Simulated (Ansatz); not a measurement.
All numbers were calculated with Ansatz.

`[F][InH][F]` at its PBE0-D4/def2-TZVP geometry, where that method's forces vanish. The species carries charge 0 and has multiplicity 1. In: def2 effective core potential.

```
atom   x (Å)   y (Å)   z (Å)
  F1  -0.280   0.437   1.771
 In2  -0.100   0.039  -0.113
  F3   1.559  -0.932  -0.325
  H4  -1.179   0.457  -1.333
```

(1) For each bond, give half the difference of the two atoms' forces along it (eV/Å; positive pushes the atoms apart) under PBE-D4, r2SCAN-D4, B3LYP-D4, ωB97M-V in def2-TZVPP. (Estimate.)

## Answers

(1) The calculation gave: 
```json
{"bond": "F1–In2", "length (Å)": "1.935", "PBE-D4": "0.43", "r2SCAN-D4": "0.09", "B3LYP-D4": "0.26", "ωB97M-V": "0.07"}
{"bond": "In2–F3", "length (Å)": "1.935", "PBE-D4": "0.43", "r2SCAN-D4": "0.09", "B3LYP-D4": "0.26", "ωB97M-V": "0.07"}
{"bond": "In2–H4", "length (Å)": "1.681", "PBE-D4": "-0.19", "r2SCAN-D4": "-0.12", "B3LYP-D4": "-0.14", "ωB97M-V": "-0.14"}
```

B3LYP here is the variant with VWN-RPA as its local correlation; programs differ in this.
